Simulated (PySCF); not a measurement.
B3LYP has the VWN-RPA correlation part, as in Gaussian. 

Cartesian coordinates (Å):
```xyz
9

C     -1.6821    -0.0955     0.0439
Al     0.0128    -0.9045    -0.5520
C      1.6830     0.0303    -0.0842
H     -1.6537     0.0673     1.1277
H     -2.5674    -0.6885    -0.1899
H     -1.7991     0.8889    -0.4251
H      2.5824    -0.4257    -0.5003
H      1.6342     1.0704    -0.4271
H      1.7900     0.0573     1.0070
```
Charge 0, spin multiplicity 2.

### Question
What dipole moment, total energy and highest occupied spin orbital does B3LYP-D3(BJ)/def2-TZVP // PBE0-D4/def2-TZVP (PySCF 2.14.0) give?

### Answer

| Quantity | Value |
|---|---|
| dipole moment | 0.32 D |
| total energy | -8770.03 eV |
| highest occupied spin orbital | -4.74 eV |
